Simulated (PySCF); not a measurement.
An unknown gives this computed stick spectrum. Method: TDDFT CAM-B3LYP/def2-SVPD, vertical, gas phase, core orbitals frozen in the response (PySCF). Geometries: PBE0-D3(BJ)/def2-SVP, one conformer each.

```csv
state,ν̃ (cm⁻¹),f,"main configurations (H = HOMO, L = LUMO)"
S1,32650,0.0003,"H-1→L (54%), H-2→L (44%)"
S2,43630,0.014,H→L (98%)
S3,48760,0.046,"H-2→L (48%), H-1→L (41%)"
S4,49170,0.014,"H→L+1 (49%), H→L+2 (42%)"
S5,51880,0.0068,"H-1→L+1 (49%), H-2→L+1 (11%), H-1→L+3 (10%)"
S6,54570,0.0068,"H→L+3 (62%), H→L+5 (13%), H→L+4 (10%)"
S7,55130,0.0098,"H-1→L+3 (34%), H-2→L+1 (17%), H-1→L+2 (16%)"
S8,55840,0.031,"H→L+1 (31%), H→L+2 (24%), H→L+4 (19%)"
S9,57780,0.0073,"H-1→L+2 (50%), H-1→L+6 (15%)"
S10,59140,0.037,"H→L+4 (44%), H→L+6 (24%), H→L+5 (9%)"
```

Triplets computed (Tamm–Dancoff): 3.43, 4.91, 5.36, 5.93 eV.

Orbital energies (eV): HOMO-3 -10.85, HOMO-2 -8.52, HOMO-1 -8.03, HOMO -7.59, LUMO 0.47, LUMO+1 1.43, LUMO+2 1.72.

Task: Which candidate is it?
A. `C=N[Si@@H](NC)N(C)C`
B. `[SiH2]([SiH3])C1CCCC1`
C. `CN(C)[SiH]1NCCN1`
D. `CC(C)[SiH]1C[SiH2]C1`

Result: A. Its S1, at 4.05 eV, is the lowest among the candidates; the nearest of the others has S1 at 5.81 eV. S1 is HOMO-1→LUMO (54%), HOMO-2→LUMO (44%). Löwdin shares by element: HOMO nitrogen 55% or more, carbon 18% or more, silicon 7% (atoms not listed hold the other 21%); LUMO carbon 41% or more, nitrogen 34% or more, hydrogen 15% or more. At the same level the other candidates give, for their lowest levels:
- `[SiH3][SiH2]C1CCCC1`: 7.14 eV (f 0.046); 7.35 eV (f 0.020); 7.55 eV (f 0.074); 7.74 eV (f 0.013); 7.89 eV (f 0.287); T1 6.32 eV; HOMO -9.17, LUMO 1.08 eV
- `CN(C)[SiH]1NCCN1`: 5.81 eV (f 0.006); 6.10 eV (f 0.007); 6.28 eV (f 0.024); 6.43 eV (f 0.024); 6.82 eV (f 0.021); T1 5.64 eV; HOMO -7.38, LUMO 1.29 eV
- `CC(C)[SiH]1C[SiH2]C1`: 6.55 eV (f 0.001); 6.92 eV (f 0.001); 7.07 eV (f 0.000); 7.55 eV (f 0.006); 7.58 eV (f 0.019); HOMO -8.64, LUMO 1.08 eV

Shape of the structure used: `[CH2:1]=[N:2][Si@@H:3]([NH:4][CH3:5])[N:6]([CH3:7])[CH3:8]`: C1–N2–Si3–N4 109°, N2–Si3–N4–C5 -88°, N2–Si3–N6–C7 -177°.
